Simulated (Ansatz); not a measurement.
**C5H12Si (vinyltrimethylsilane): the vertical energy of the triplet above the singlet from total energies**

C5H12Si: 18 atoms, total charge 0, spin state singlet. As SMILES, `C=C[Si](C)(C)C`. The coordinates come from a PBE0-D4/def2-TZVP relaxation. This is one conformer, not always the lowest.

```tsv
atom	x (Å)	y (Å)	z (Å)
C	-2.4635	-0.5608	0.4411
C	-1.6000	0.0415	-0.3722
Si	0.2500	0.0980	-0.1112
C	0.6938	-0.8173	1.4613
C	0.7913	1.8894	0.0123
C	1.0951	-0.7025	-1.5817
H	-3.5338	-0.5703	0.2520
H	-2.1382	-1.0766	1.3408
H	-2.0090	0.5366	-1.2545
H	0.2185	-0.3653	2.3356
H	1.7751	-0.7929	1.6220
H	0.3894	-1.8660	1.4138
H	0.3219	2.3833	0.8667
H	1.8758	1.9638	0.1322
H	0.5170	2.4463	-0.8876
H	0.8076	-1.7526	-1.6761
H	0.8258	-0.1974	-2.5133
H	2.1832	-0.6573	-1.4811
```

Both states at this one shape; open shells run unrestricted unless said. 1 Eh = 27.2114 eV.

| level | program | singlet C5H12Si (Eh) | triplet C5H12Si (Eh) |
| --- | --- | --- | --- |
| PBE0/6-31G* (spherical functions) | Ansatz | -486.863891 | -486.707841 |
| wB97M-V/6-31G* (spherical functions) | Ansatz | -487.092083 | -486.924440 |
| wB97X/6-31G* (spherical functions) | Ansatz | -487.179697 | -487.017805 |

Q: Work out the vertical gap, second state less first, at each level.

A: 
1. PBE0/6-31G* (spherical functions): -486.707841 − (-486.863891) = 0.156050 Eh = 4.25 eV.
2. wB97M-V/6-31G* (spherical functions): -486.924440 − (-487.092083) = 0.167643 Eh = 4.56 eV.
3. wB97X/6-31G* (spherical functions): -487.017805 − (-487.179697) = 0.161892 Eh = 4.41 eV.

No measured value is set beside it here; the levels span 4.25 to 4.56 eV.
